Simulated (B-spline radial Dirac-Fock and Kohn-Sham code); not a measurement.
Method: Dirac-Fock ΔSCF + Breit + QED. Computed with an atomic code on a B-spline grid. No correlation.

Q: An atom or ion in its tabulated ground configuration has these computed binding energies (the last is its least bound level). Which is it?

```
level  binding energy (eV)
   1s              21690.6
   2s               4939.2
   2p               4758.4
```

A: Nb³⁵⁺: Z = 41 with 6 electrons, [He] 2s2 2p2. The hydrogen-like estimate √(E/Ry) = 39.9 for the K level lies 1.1 below Z (screening lowers it, relativity raises it); the outermost level, at 4758.4 eV, fixes the charge.
